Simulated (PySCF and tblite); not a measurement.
2 E/Z isomers of C5H7FO2, numbered alike:

```csv
isomer,SMILES,descriptors
A,[CH3:1]/[CH:2]=[C:3](/[F:4])[C:5](=[O:6])[O:7][CH3:8],2=3 E
B,[CH3:1]/[CH:2]=[C:3](\[F:4])[C:5](=[O:6])[O:7][CH3:8],2=3 Z
```

Computed spectrum of one of them (conformer average at 298.15 K; GFN2-xTB geometries, energies OLYP/pcSseg-1 (IEF-PCM, benzene), starting guess atom (D3(BJ) added where defined), GIAO shieldings OLYP/pcSseg-1 (IEF-PCM, benzene), starting guess atom; references on GFN2-xTB geometries), in ppm: ¹H (against TMS): 6.52 (1H), 4.03 (3H), 2.08 (3H). ¹³C (against TMS): 160.3 (1C), 153.6 (1C), 121.7 (1C), 53.9 (1C), 14.6 (1C). Of the H, only those on carbon are given.

Q: Which isomer is it?

A: B. After a straight-line scaling (slope 0.85 to 1.15) of computed carbon shifts, the largest errors are A 7.3 ppm (at 121.7), B 4.0 ppm (at 121.7). Assigned: ¹H (against TMS): 6.52 (H2, 1H), 4.03 (H8, 3H), 2.08 (H1, 3H). ¹³C (against TMS): 160.3 (C5), 153.6 (C3), 121.7 (C2), 53.9 (C8), 14.6 (C1). For comparison, at another level (GFN2-xTB geometries, energies PBE0/def2-SVP (IEF-PCM, acetone) (D3(BJ) added where defined), GIAO shieldings B97-2/pcSseg-1 (IEF-PCM, acetone)) the isomers give: A: ¹H (against TMS): 6.74 (H2, 1H), 4.13 (H8, 3H), 2.56 (H1, 3H). ¹³C (against TMS): 168.6 (C5), 153.7 (C3), 134.8 (C2), 54.7 (C8), 15.8 (C1). B: ¹H (against TMS): 6.80 (H2, 1H), 4.11 (H8, 3H), 2.16 (H1, 3H). ¹³C (against TMS): 167.7 (C5), 155.8 (C3), 130.7 (C2), 55.1 (C8), 14.9 (C1).

Shifts are unscaled: against experiment ¹³C can be off by 15 ppm or more and ¹H by 0.8 ppm. The minima are those of GFN2-xTB; planar forms about aryl–S or allylic bonds may be saddles in DFT. The search found a single conformer for at least one isomer; other rotamers may be missing.
